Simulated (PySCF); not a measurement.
Species: C₇H₈FNSi.
Structure used (PBE0-D3(BJ)/def2-SVP), in Å, numbered top down from 1:
```xyz
18
C7H8FNSi angstrom
C      3.5539    0.0185   -0.9359
N      2.5268   -0.5885   -0.5277
Si     1.5959   -0.2059    0.9114
C     -0.1973   -0.0656    0.3845
C     -0.6122   -0.5622   -0.8596
C     -1.9500   -0.4761   -1.2440
C     -2.8942    0.0996   -0.3969
C     -2.4741    0.5881    0.8352
F     -3.3703    1.1412    1.6523
C     -1.1462    0.5181    1.2351
H      4.0646   -0.3041   -1.8631
H      4.0164    0.8916   -0.4257
H      2.0385    1.0652    1.5790
H      1.7894   -1.3353    1.8690
H      0.1237   -1.0159   -1.5278
H     -2.2650   -0.8631   -2.2162
H     -3.9474    0.1788   -0.6729
H     -0.8760    0.9288    2.2118
```

Level: PBE0/pcSseg-1 in PySCF, non-relativistic, on one gas-phase PBE0-D3(BJ)/def2-SVP geometry that isn't relaxed in the solvent. The solvent is an IEF-PCM continuum (Bondi radii, 1.10 Å for H, scaled by 1.2). The model holds no explicit solvent molecules, cavitation or dispersion.

Gas phase at PBE0/pcSseg-1: HOMO -7.22 eV, LUMO -1.12 eV, dipole 1.95 D.

What does the continuum do to the energy, the frontier levels and the dipole at PBE0/pcSseg-1 in chloroform and water?

| solvent | ε | E(solvent) − E(gas) (kcal/mol) | polarisation term (kcal/mol) | distortion of the solute (kcal/mol) | HOMO (eV) | LUMO (eV) | dipole (D) |
| --- | --- | --- | --- | --- | --- | --- | --- |
| chloroform | 4.711 | -3.38 | -3.74 | 0.36 | -7.18 | -1.03 | 2.31 |
| water | 78.36 | -4.90 | -5.68 | 0.78 | -7.19 | -1.03 | 2.44 |

The polarisation term is half the interaction of the solute with the surface charges that it induces; the rest is the cost of distorting the solute's density. The sum is the electrostatic part of solvation alone. From chloroform to water the lowering changes by a factor 1.45, Onsager's factor (ε − 1)/(2ε + 1) by 1.38 and ε itself by 16.6.

Which radius a makes the point-dipole formula ΔE = −[(ε − 1)/(2ε + 1)]·μ²/a³ give the value in water, with the gas-phase dipole?

μ = 0.766 au and |ΔE| = 0.00781 Eh give a = 1.76 Å; the farthest nucleus lies 4.48 Å from the centroid of the nuclei, so such a sphere wouldn't even hold the nuclei. The formula assumes a rigid point dipole at the centre of a sphere.

Give the dipole vector in the frame of the coordinates (D, pointing from negative to positive charge), gas and water.

Gas (1.54, 0.48, -1.10), solvent (1.93, 0.81, -1.26). Its length changes by +26 % and its direction by 6°.

Which Mulliken charges (PBE0/pcSseg-1) respond most in chloroform (means over atoms taken as equivalent)?

```
atoms               environment  gas (e)  solvent (e)  change
   N2              C=N nitrogen   -0.564       -0.596  -0.032
  H12  hydrogen on a C=N carbon   +0.102       +0.118  +0.016
  H16         aromatic hydrogen   +0.104       +0.117  +0.013
   C8       aromatic C–F carbon   +0.334       +0.321  -0.013
  H18         aromatic hydrogen   +0.101       +0.114  +0.013
  H17         aromatic hydrogen   +0.116       +0.128  +0.012
  H11  hydrogen on a C=N carbon   +0.126       +0.138  +0.012
   C6        aromatic CH carbon   -0.058       -0.067  -0.009
```

How do the nuclear quadrupole coupling constants eQVzz/h respond in chloroform?

```csv
nucleus,Q (barn),gas (MHz),solvent (MHz),η gas,η solvent
14N at N2,0.02044,-4.91,-4.80,0.76,0.73
```
